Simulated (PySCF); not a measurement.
C₄H₇, charge -1, singlet, geometry from GFN2-xTB. Base run: HF/def2-SV(P) (PySCF).

The PySCF input:
```python
from pyscf import gto, scf

mol = gto.M(
    atom='''
C    -0.01707892    0.13768366    1.56711869
C    -0.00258751    0.01589936    0.23872691
H    -0.01937530   -0.90033578    2.05551585
C     0.00330867    1.25366579   -0.64010594
H    -0.00577892    2.15256181   -0.02325221
H     0.89326881    1.29293502   -1.28777368
H    -0.87285877    1.28799033   -1.30658702
C     0.01031081   -1.25397826   -0.63835837
H     0.00619538   -2.15281432   -0.01577716
H    -0.86732463   -1.30245721   -1.30263128
H     0.90215513   -1.29750313   -1.28378223
''',
    basis='def2-sv(p)',
    charge=-1,
    verbose=4,
)

mf = scf.RHF(mol)
mf.kernel()
mo_i, mo_e, stable_i, stable_e = mf.stability(internal=True, external=True, return_status=True, nroots=6, tol=1e-6)
print('internally stable:', stable_i, ' externally stable:', stable_e)
if not stable_e:
    umf = mf.to_uhf() if not hasattr(mf, 'xc') else mf.to_uks()
    umf.scf_summary = {}
    umf.kernel(umf.make_rdm1(mo_e, umf.mo_occ))
```

The bond that is stretched is that between atoms 9 and 8. A test that says stable can miss a lower solution.

The base run was repeated with changes; each row names its change, and settings that it needs were set with it.

```csv
change,ΔE vs base (mEh),<S^2>,E after following the instability (Eh),<S^2> there,HOMO-LUMO gap (eV),stability test says
base,0.000,0.000,-,-,10.80,stable
bond × 1.25,29.209,0.000,-,-,10.62,stable
bond × 1.5,78.014,0.000,-,-,10.05,stable
bond × 1.8,131.6,0.000,-155.17461,0.57,8.91,external instability
bond × 2.2,186.3,0.000,-155.15889,0.88,7.65,external instability
bond × 3.0,250.7,0.000,-155.15367,1.00,6.04,external instability
```

Where a bond breaks into two radicals, a solution with restricted orbitals usually stops being the lowest and lies too high; an unrestricted one lies lower at the price of spin contamination, which <S^2> shows.
